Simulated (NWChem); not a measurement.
# HfSF$_{2}$; SMILES [Hf]([F])(=[S])[F]

```xyz
4

Hf    -0.1169    -0.2207     0.0000
S      0.2574     1.9666     0.0000
F      0.5537    -1.0135     1.6054
F      0.5537    -1.0135    -1.6054
```
Atoms are numbered in this order, from 1.

Level: PBE0/def2-SVP with def2 effective core potentials on Hf (NWChem), optimised geometry, unscaled harmonic frequencies. def2 effective core potentials on Hf; no spin-orbit coupling.

Q: List the harmonic frequencies with IR intensities, and the thermochemistry.

A: 
```csv
frequency (cm⁻¹),IR intensity (km/mol)
103,32.0
167,3.0
170,4.8
512,50.5
662,85.9
663,123.0
```

```
Quantity                                                                           Result
-----------------------------------------------------------------------  ----------------
zero-point energy                                                            3.3 kcal/mol
thermal correction to the enthalpy at 298.15 K (with zero-point energy)      7.1 kcal/mol
heat capacity Cv                                                         14.7 cal/(mol K)
entropy at 298.15 K and 1 atm (symmetry number 1)                        79.1 cal/(mol K)
```

Rigid rotor and harmonic oscillator.
